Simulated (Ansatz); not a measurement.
Geometry optimisation, RKS PBE-D4/6-31G (Ansatz).

The input (input.yaml):

```yaml
crystal:
  periodic: [false, false, false]
  atoms:
    - { symbol: C, position_ang: [-0.759, 1.1654, -0.2854] }
    - { symbol: "N", position_ang: [-0.6421, -0.1987, 0.0741] }
    - { symbol: Al, position_ang: [0.1725, -0.3354, 1.7847] }
    - { symbol: Si, position_ang: [0.5147, -0.9974, -1.1169] }
    - { symbol: H, position_ang: [-1.2954, 1.278, -1.3098] }
    - { symbol: H, position_ang: [-1.4748, 1.7329, 0.4315] }
    - { symbol: H, position_ang: [0.194, 1.7508, -0.3259] }
    - { symbol: H, position_ang: [1.6937, 0.3083, 2.0206] }
    - { symbol: H, position_ang: [-0.5393, -1.0678, 3.0361] }
    - { symbol: H, position_ang: [-0.1566, -0.927, -2.4302] }
    - { symbol: H, position_ang: [1.7457, -0.3481, -1.1121] }
    - { symbol: H, position_ang: [0.6236, -2.416, -0.7326] }
basis:
  gaussian: { orbitals: "6-31G" }
hamiltonian:
  xc: pbe
  dispersion: d4
relax:
  f_tol: 0.015
  max_steps: 40
```

Command:

```bash
$ ansatz run input.yaml --threads 1 --pin off --max-ram 2048MiB --backend cpu --events-out ev --progress --plain --runs-dir out
```

Where does it end, and by what steps?

The forces met the threshold. Limits of this set-up: no polarisation functions. After 15 steps the energy has fallen by 1.414 eV; H8 moved furthest, 2.29 Å.

| step | energy less start (eV) | largest force component (eV/Å) | accepted |
| --- | --- | --- | --- |
| 0 | 0.0000 | 3.177 | yes |
| 1 | -0.5062 | 1.270 | yes |
| 2 | -0.6499 | 0.564 | yes |
| 3 | -0.7477 | 0.330 | yes |
| 4 | -0.8218 | 0.245 | yes |
| 5 | -0.8943 | 0.267 | yes |
| 6 | -0.9766 | 0.301 | yes |
| 7 | -1.0528 | 0.282 | yes |
| 8 | -1.1240 | 0.337 | yes |
| 9 | -1.1984 | 0.297 | yes |
| 10 | -1.2681 | 0.234 | yes |
| 11 | -1.3272 | 0.174 | yes |
| 12 | -1.3725 | 0.119 | yes |
| 13 | -1.4016 | 0.069 | yes |
| 14 | -1.4069 | 0.183 | yes |
| 15 | -1.4139 | 0.007 | yes |

```xyz
12
Properties=species:S:1:pos:R:3
C -0.400 1.416 -0.315
N -0.020 0.064 0.162
Al 0.053 -0.352 1.933
Si 0.367 -1.127 -1.143
H -1.288 1.376 -0.977
H -0.646 2.071 0.538
H 0.425 1.892 -0.881
H -0.331 0.847 2.947
H 0.493 -1.851 2.329
H -0.818 -1.290 -2.082
H 1.544 -0.652 -1.982
H 0.698 -2.450 -0.493
```

The run took 55 s on 1 CPU thread of a shared host.
